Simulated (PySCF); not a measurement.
Ta(OH)4 (H₄O₄Ta), SMILES [OH][Ta]([OH])([OH])[OH] (connectivity only; charge and spin as stated), neutral, multiplicity 2. Geometry: PBE-D3(BJ)/def2-SVP. The multiplicity is an assumed one; other spin states were not compared. The def2 effective core potentials stand for the cores of Ta; spin–orbit coupling is left out. The values are those of a single conformer.

Level of theory: PBE-D3(BJ)/def2-SVP run with PySCF.

Harmonic wavenumbers (cm⁻¹): 83, 116, 126, 157, 174, 190, 237, 255, 340, 474, 484, 486, 528, 662, 672, 687, 698, 3803, 3807, 3814, 3817. Rotational constants (GHz): 3.400, 3.377, 2.156; symmetry number 2.

Work out the zero-point energy and the ideal-gas rigid-rotor harmonic-oscillator thermochemistry at 298.15 K and 1 atm.

ZPE = ½ Σ hcν = ½ × 21608 cm⁻¹ = 30.89 kcal/mol. H − E(el) = 37.48 kcal/mol. Entropy in cal/(mol K): translation 42.44, rotation 25.59, vibration 25.99, spin 1.38, total 95.39. G − E(el) = 9.04 kcal/mol. Cp = 33.07 cal/(mol K). Modes under 150 cm⁻¹ make the vibrational entropy uncertain.
